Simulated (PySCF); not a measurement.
## Electron correlation in Cl+ (chlorine, charge +1)

[Ne] 3s2 3p4, high-spin 3P determinant. Computed with PySCF 2.14 in x2c-TZVPPall with one added diffuse shell each of s, p, d type (6s6p4d1f, 51 functions), with scalar relativity by spin-free X2C-1e. Frozen: [Ne]; 6 electrons correlated.

```tsv
level	correlation energy (mhartree)
CCSD	-149.03
(T)	-4.42
CCSD(T)	-153.45
```

Diagnostics: T1 = 0.0088, D1 = 0.0284, largest double amplitude 0.038.

Cost of the coupled-cluster step: about 1.9 core-seconds, for 6 correlated electrons.
